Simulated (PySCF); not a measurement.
CH4BIO, SMILES COBI.

The structure is a stationary point at PBE0-D3(BJ)/def2-SVP. The def2 effective core potentials stand for the cores of I; spin–orbit coupling is left out. The values are those of a single conformer.

Level of theory: TDDFT-B3LYP/def2-SVPD (PySCF).

Vertical excitations. The molecule is in vacuum. State labels are in the subgroup Cs.

```json
[
 {"state": "S1", "symmetry": "A\"", "energy (eV)": "4.98", "λ (nm)": "249", "f": "0.000", "main pairs": "HOMO→LUMO 100 %"},
 {"state": "S2", "symmetry": "A'", "energy (eV)": "5.67", "λ (nm)": "219", "f": "0.115", "main pairs": "HOMO−1→LUMO 95 %"},
 {"state": "S3", "symmetry": "A'", "energy (eV)": "6.21", "λ (nm)": "200", "f": "0.014", "main pairs": "HOMO→LUMO+1 84 %, HOMO→LUMO+2 13 %"},
 {"state": "S4", "symmetry": "A\"", "energy (eV)": "6.36", "λ (nm)": "195", "f": "0.000", "main pairs": "HOMO−2→LUMO 95 %"},
 {"state": "S5", "symmetry": "A\"", "energy (eV)": "6.47", "λ (nm)": "192", "f": "0.007", "main pairs": "HOMO−1→LUMO+1 79 %, HOMO−1→LUMO+2 14 %"},
 {"state": "S6", "symmetry": "A'", "energy (eV)": "6.57", "λ (nm)": "189", "f": "0.062", "main pairs": "HOMO→LUMO+2 84 %"},
 {"state": "S7", "symmetry": "A\"", "energy (eV)": "6.84", "λ (nm)": "181", "f": "0.091", "main pairs": "HOMO−1→LUMO+2 85 %, HOMO−1→LUMO+1 13 %"},
 {"state": "S8", "symmetry": "A'", "energy (eV)": "7.24", "λ (nm)": "171", "f": "0.023", "main pairs": "HOMO→LUMO+3 91 %"},
 {"state": "S9", "symmetry": "A\"", "energy (eV)": "7.44", "λ (nm)": "167", "f": "0.001", "main pairs": "HOMO→LUMO+5 82 %, HOMO−1→LUMO+3 16 %"},
 {"state": "S10", "symmetry": "A\"", "energy (eV)": "7.48", "λ (nm)": "166", "f": "0.018", "main pairs": "HOMO−1→LUMO+3 74 %, HOMO→LUMO+5 18 %"},
 {"state": "T1", "symmetry": "A\"", "energy (eV)": "4.84", "λ (nm)": "256", "f": "0", "main pairs": "HOMO→LUMO 99 %"},
 {"state": "T2", "symmetry": "A'", "energy (eV)": "4.92", "λ (nm)": "252", "f": "0", "main pairs": "HOMO−1→LUMO 99 %"},
 {"state": "T3", "symmetry": "A'", "energy (eV)": "5.80", "λ (nm)": "214", "f": "0", "main pairs": "HOMO→LUMO+1 78 %"},
 {"state": "T4", "symmetry": "A\"", "energy (eV)": "5.89", "λ (nm)": "211", "f": "0", "main pairs": "HOMO−2→LUMO 82 %"}
]
```
Triplets are in the Tamm–Dancoff approximation, which puts them higher than full response would, so one can lie above its singlet here.
